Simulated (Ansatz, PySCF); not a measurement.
This Ansatz (a quantum-chemistry and plane-wave program) input computes a r2SCAN/def2-TZVPD energy:

Ansatz 0.2 input:
```yaml
crystal:
  periodic: [false, false, false]
  atoms:
    - {symbol: B, position_ang: [-0.00000000, -0.00000000, -1.95743526]}
    - {symbol: I, position_ang: [0.00000000, 0.00000000, 0.18466370]}
basis:
  gaussian:
    orbitals: def2-TZVPD
hamiltonian:
  xc: {name: r2SCAN}
output: {forces: true}
```

Question: Write an input for the same energy in PySCF and say what it gives.

Answer: 
```python
from pyscf import gto, scf, dft

mol = gto.M(
    atom='''
    B    -0.00000000   -0.00000000   -1.95743526
    I     0.00000000    0.00000000    0.18466370
    ''',
    basis='def2-tzvpd',
    ecp='def2-tzvp',
    charge=0,
    spin=0,
    verbose=4,
)

mf = dft.RKS(mol, xc='r2scan').density_fit(auxbasis='def2-universal-jkfit')
mf.grids.level = 4
mf.conv_tol = 1e-9
mf.max_cycle = 100
mf.max_memory = 1500
mf.kernel()
if not mf.converged:
    mf = mf.newton()
    mf.kernel(mf.make_rdm1())
mf.analyze()
```
It gives -322.57125 Eh, and Ansatz -322.57125 Eh, a difference of 0.00 mEh.
